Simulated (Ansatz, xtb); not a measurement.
Spectroscopic constants of TaB, multiplicity 3 (lowest of 2S+1 = 1, 3, 5, 7 at CCSD(T)/def2-TZVPP on PBE0 minima; our sources give no spin for the ground state, which may be another). No spin–orbit coupling. The T1 diagnostic near the minimum is 0.060, so single-reference values are doubtful.

Constants: fifth-degree fit in 1/R to seven points, most abundant isotopes. In def2 and cc sets the state is the lowest found near the PBE0 minimum, followed along R.

Run with Ansatz (Gaussian basis) for Hartree–Fock, density functionals and correlated methods; xtb for the GFN methods. Values without a source in brackets are computed. In def2 rows elements past Kr take small-core potentials, without spin–orbit coupling. The GFN methods have no spin term and hold the electronic entropy of 300 K.

Problem. What bond length and harmonic frequency does GFN2-xTB give?

Solution. r_e = 2.017 Å, ω_e = 742 cm⁻¹.

Problem. What bond length and harmonic frequency does SVWN5/def2-TZVPP give?

Solution. r_e = 1.975 Å, ω_e = 717 cm⁻¹.

Problem. What bond length and harmonic frequency does wB97M-V/def2-TZVPP give?

Solution. r_e = 1.974 Å, ω_e = 707 cm⁻¹.

Doubts at one or more of the structures used: a spin-contaminated determinant (SVWN5/def2-TZVPP, wB97M-V/def2-TZVPP).

Ansatz is a first-principles code.
